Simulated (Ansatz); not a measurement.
`N[SiH]1NP1` + H₂ → `N1[SiH2]P1` + NH₃ at 600 K and 1 bar (hydrogenolysis of the Si–N bond).

Program: Ansatz. Geometries: PBE0-D4/def2-TZVP. ΔE: electronic, gas phase. CCSD(T)/CBS is the MP2 limit (def2-TZVPP, def2-QZVPP) plus CCSD(T) − MP2 in def2-TZVPP, frozen cores. This one scheme is used for every species. Each species was taken in one conformer, which may not be the lowest.

| species | CCSD(T)/CBS energy (Eh) | H − E (kJ/mol) | S (J/(mol·K)) |
| --- | --- | --- | --- |
| `N[SiH]1NP1` | -742.45250 | 213.3 | 404.1 |
| H₂ | -1.17544 | 43.9 | 150.8 |
| `N1[SiH2]P1` | -687.10203 | 151.0 | 345.6 |
| NH₃ | -56.50880 | 112.4 | 219.5 |

H − E and S are ideal-gas, rigid-rotor, harmonic terms from PBE0-D4/def2-TZVP, for one conformer and one mirror image of each species. The MP2-based limit puts H₂ 0.8 mEh under its directly extrapolated value; such offsets cancel only in part. 1 Eh = 2625.50 kJ/mol, R = 8.31446 J/(mol·K).

Q: By hand: ΔE, ΔH, ΔS and ΔG.

A: ΔE = (-687.10203) + (-56.50880) − (-742.45250) − (-1.17544) = 0.01711 Eh = 44.9 kJ/mol. Δ(H − E) = 151.0 + 112.4 − 213.3 − 43.9 = 6.2, so ΔH = 51.1 kJ/mol. ΔS = 345.6 + 219.5 − 404.1 − 150.8 = 10.2 J/(mol·K). ΔG = 51.1 − 600 × (10.2)/1000 = 45.0 kJ/mol.

Q: By hand: the equilibrium constant, and the temperature at which ΔG would vanish if ΔH and ΔS stayed fixed.

A: log₁₀ K = −ΔG/(RT ln 10) = -3.9. ΔG = 0 at ΔH/ΔS = 5010 K, far beyond where these terms or the molecules hold.

The number of gas molecules stays the same, so ΔS is small and ΔH decides. A doubt of 5 kJ/mol in ΔE shifts log₁₀ K by 0.4 here. Other conformers and mirror images would add mixing entropy, several J/(mol·K) or more a flexible species. These are equilibria of isolated gas molecules and say nothing of rates. Largest T1 diagnostic: 0.015 (customary marks: 0.02 for closed shells, 0.045 for open ones).
